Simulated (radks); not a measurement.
Initial-state core-level shifts of the terbium ion Tb+ when its valence configuration changes from [Xe] 4f9 6s1. Calculated with a radial shooting solver on a logarithmic mesh with Libxc functionals: scalar-relativistic Kohn-Sham, r2SCAN, spin-polarised, spherical densities, finite nucleus; open shells are filled with parallel spins first (spin-orbit coupling, left out, can overturn this in heavy ions); meta-GGA in the generalised Kohn-Sham scheme; Fermi nuclear charge, rms radius 5.06 fm. Shifts are changes of the shell-averaged eigenvalues in eV (positive: less bound); the change of the density at the nucleus, which sets a Mossbauer isomer shift, is in e/bohr^3, on a base of 7.2e+05.

valence	2s	2p	4s	4d	density at nucleus
4f8.5 6s1 6p0.5	-4.917	-4.883	-5.117	-4.944	+17.13
4f10	+5.142	+5.101	+5.471	+5.281	-49.11
4f8 6s2	-9.412	-9.339	-9.800	-9.409	+75.33
4f8 6s1 6p1	-10.363	-10.289	-10.749	-10.355	+38.33
4f8 5d1 6s1	-6.722	-6.645	-7.150	-6.723	+32.53
4f8 5d0.5 6s1.5	-8.090	-8.014	-8.501	-8.091	+52.09
4f9 5d0.5 6s0.5	+0.901	+0.903	+0.891	+0.912	-17.67
4f6 6s2 6p2	-35.879	-35.578	-36.615	-34.914	+204.76
4f9 6p1	-1.278	-1.280	-1.269	-1.279	-32.47
